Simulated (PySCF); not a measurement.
This script is equivalent to a calculation on Ne²⁺ (neon, charge +2).

```python
from pyscf import gto, scf, dft, mp, cc
import basis_set_exchange as bse
mol = gto.M(atom="Ne 0 0 0", charge=2, spin=2, symmetry="D2h",
            basis=gto.basis.parse(bse.get_basis("def2-TZVP", elements=["Ne"], fmt="nwchem", header=False)))
mf = scf.UHF(mol)
mf.irrep_nelec = {'Ag': (2, 2), 'B1u': (1, 0), 'B2u': (1, 1), 'B3u': (1, 0)}
mf.kernel()
```

Problem. What total energy does it give?

Solution. -126.37482 hartree (calculated).

Problem. Which occupied shell lies highest, and where?

Solution. 2p β, at -64.141 eV.

Problem. What is ⟨S²⟩, and what would a pure spin state give?

Solution. 2.004, against 2.00.
